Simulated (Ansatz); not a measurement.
Reaction (ligand exchange at the Si–F bond): `F[Si](Cl)(Cl)O[SiH3]` + HCl → `[SiH3]O[Si](Cl)(Cl)Cl` + H–F

Computed with Ansatz on PBE0-D4/def2-TZVP structures; ΔE is electronic, products minus reactants. CCSD(T)/CBS is the MP2 limit (def2-TZVPP, def2-QZVPP) plus CCSD(T) − MP2 in def2-TZVPP, frozen cores. This one scheme is used for every species. One conformer a species, not always the lowest.

| species | CCSD(T)/CBS(def2) energy (Eh) |
| --- | --- |
| `F[Si](Cl)(Cl)O[SiH3]` | -1674.75713 |
| HCl | -460.38127 |
| `[SiH3]O[Si](Cl)(Cl)Cl` | -2034.72360 |
| H–F | -100.39570 |

**Question.** Work out ΔE.

**Answer.** ΔE = (-2034.72360) + (-100.39570) − (-1674.75713) − (-460.38127) = 0.01910 Eh = +50.1 kJ/mol.

Largest T1 diagnostic among the species: 0.010.

The D4 term adds −8.1 kJ/mol with B3LYP and −4.4 kJ/mol with PBE0; it sums over pairs of atoms, weighted by their polarisabilities, and B3LYP, whose exchange is more repulsive, gets the larger term. In def2-TZVPP, CCSD(T) changes the Hartree–Fock value by −15.2 kJ/mol (the triples alone add −3.3 kJ/mol) and MP2 by −23.3 kJ/mol.

B3LYP here is the variant with VWN-RPA as its local correlation; programs differ in this.
